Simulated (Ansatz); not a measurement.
CH6FNSi2 (`N[Si]1(F)C[SiH2]1`), relaxed with RKS PBE0-D4/def2-TZVP in the Gaussian-basis code of Ansatz from a PBE-D4/def2-SVP geometry. The force threshold is 0.005 eV/Å; the program also tests the step.

The species carries charge 0 and has multiplicity 1.

Start:

```xyz
11

N     0.303   -1.118   -1.657
Si   -0.333   -0.730   -0.105
F    -1.070   -1.978    0.682
C     0.768    0.333    0.978
Si   -0.795    1.405    0.456
H    -0.332   -1.277   -2.442
H     1.121   -1.732   -1.720
H     0.798    0.103    2.061
H     1.760    0.654    0.607
H    -0.531    2.563   -0.463
H    -1.688    1.779    1.603
```

Q: How much energy does the relaxation release, and in how many steps? (Estimate.)

A: Computed: 1.94 kcal/mol, in 8 steps, 1 of them rejected.

Q: Which bonds change most? (Best estimate.)

A: The calculation gave: Si2–F3 from 1.650 to 1.602 Å; N1–Si2 from 1.722 to 1.694 Å; C4–Si5 from 1.966 to 1.939 Å; Si2–Si5 from 2.255 to 2.230 Å.

Q: Give the relaxed structure. (Estimate.)

A: The calculation gave: 
```xyz
11

N     0.279   -1.143   -1.620
Si   -0.333   -0.733   -0.095
F    -1.036   -1.942    0.687
C     0.755    0.324    0.972
Si   -0.783    1.383    0.449
H    -0.325   -1.227   -2.421
H     1.117   -1.694   -1.721
H     0.787    0.103    2.039
H     1.727    0.640    0.600
H    -0.515    2.523   -0.461
H    -1.673    1.765    1.573
```
